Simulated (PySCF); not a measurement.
# Identify the compound

An unknown has the formula C₆H₁₄Si₂. Its calculated NMR data are:

$^{1}$H NMR (600 MHz, computed): δ 6.51 (t, 1H), 4.22 (q, 2H), 3.41 (t, 3H), 2.23 (m, 2H), 2.13 (m, 2H), 1.63 (m, 2H), 1.63 (m, 2H).

$^{13}$C{$^{1}$H} NMR (computed): δ 147.8 (CH), 138.8 (C), 33.1 (CH2), 32.0 (CH2), 26.8 (CH2), 25.7 (CH2).

Gas phase, averaged over atoms made equivalent by symmetry, fast rotation or ring inversion, no relativistic terms, a single conformation. NMR shieldings at PBE0/pcSseg-1/GIAO; geometry from GFN2-xTB; PySCF 2.14.

δ = σ(ref) − σ, references computed at the same level: TMS for $^{1}$H, $^{13}$C.

Problem. Which candidate is it?
A. C=CC/C(=C/[SiH3])C[SiH3]
B. [SiH3][SiH2]C1=CCCCC1
C. CC(C)(C)[SiH2]C#C[SiH3]
D. C1C[SiH]2CC[SiH]1CC2

Solution. B. 

- The formula gives 2 degrees of unsaturation (1 ring in the answer).
- 6 carbon signals for 6 carbons: no two carbons are equivalent.
- Carbon types of the structure: 1 × C, 1 × CH, 4 × CH2, leaving 5 H on heteroatoms.
- δC 147.8: alkene CH; as expected for a trigonal carbon in a double bond.
- δC 138.8: fully substituted alkene carbon; an sp2 carbon of a C=C bond.
- δC 26.8, 25.7: sp3 CH2 in a ring; aliphatic region, no heteroatom directly attached.
- δH 6.51: hydrogen on an alkene CH; olefinic region.
- δH 2.23, 2.13: hydrogen on an allylic sp3 CH2; allylic position.

The others: CC(C)(C)[SiH2]C#C[SiH3] would give 4 carbon signals, not 6; C1C[SiH]2CC[SiH]1CC2 would give 1 carbon signal, not 6; C=CC/C(=C/[SiH3])C[SiH3] would give 8 signals for carbon-bound and other non-exchanging H, not 7.

Shifts are as computed. Against solution values, carbons near 30 ppm lie about +3 ppm off and those near 130 ppm about +5 ppm. Of 1211 compounds with measured shifts, 218 miss one by over three times the rms of a fit or turn the order of signals round; such compounds aren't used in these exercises. No couplings were computed; multiplicities are counted from neighbouring protons, with m where these are inequivalent, close in shift, in a saturated or five-membered ring or joined by F or P, and br s for small geminal =CH2 splittings.
